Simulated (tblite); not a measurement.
Problem. Give a GFN2-xTB geometry of InChI=1S/C4H10NOSi/c6-5-1-3-7-4-2-5/h1-4,7H2. (Doublet state.)

Solution. 
Z-matrix in Å and degrees, rows numbered from 1:
```
O 
N   1  1.2771
C   2  1.4387  1  120.21
C   3  1.5362  2  112.06  1    96.80
Si  4  1.9042  3  110.09  2    54.94
C   5  1.9039  4  102.43  3   -43.04
C   2  1.4386  1  120.18  3   166.81
H   3  1.0931  2  107.01  1   -24.41
H   3  1.0956  2  108.39  1  -142.00
H   4  1.0894  3  108.73  2   178.63
H   4  1.0907  3  108.20  2   -65.58
H   5  1.4631  4  111.86  3  -163.06
H   5  1.4700  4  109.58  3    73.27
H   6  1.0894  5  112.47  4   164.51
H   6  1.0907  5  110.21  4   -76.25
H   7  1.0955  2  108.41  1   141.99
H   7  1.0930  2  107.04  1    24.41
```

The 6-membered ring N2–C3–C4–Si5–C6–C7 has internal angles of 102.4° to 118.3° (sum 665°, against 720° for a flat polygon); it is puckered, 0.24 Å rms from its mean plane, widest ring torsion 70°. N2 (nitrogen bonded to 2 C and O) is almost planar (angles 120.2°, 120.2° and 118.3°, sum 358.7°, 0.09 Å off the plane of its three neighbours). Si5 (silicon bonded to 2 C and 2 H) is distorted tetrahedral (angles from 102.4° to 111.9°). Of the pairs four or more bonds apart, H9···H16 is among the closest relative to their van der Waals radii: 2.39 Å, 100 % of the sum of Bondi's values.

Structure optimised with GFN2-xTB, isolated species. This method treats the open shell by occupation alone, without spin polarisation.

Point group: Cs (every atom within 0.08 Å of its image). Its GFN2-xTB frequencies are all real (lowest 68 cm⁻¹). Torsions: O1–N2–C3–C4 97°, N2–C3–C4–Si5 55°, C3–C4–Si5–C6 -43°, C4–Si5–C6–C7 43°. 2 starts were optimised and ended at 0.00 and 2.15 kcal/mol (GFN2-xTB); the lowest of these is shown.

One conformer stands for the species.

These are computed values.
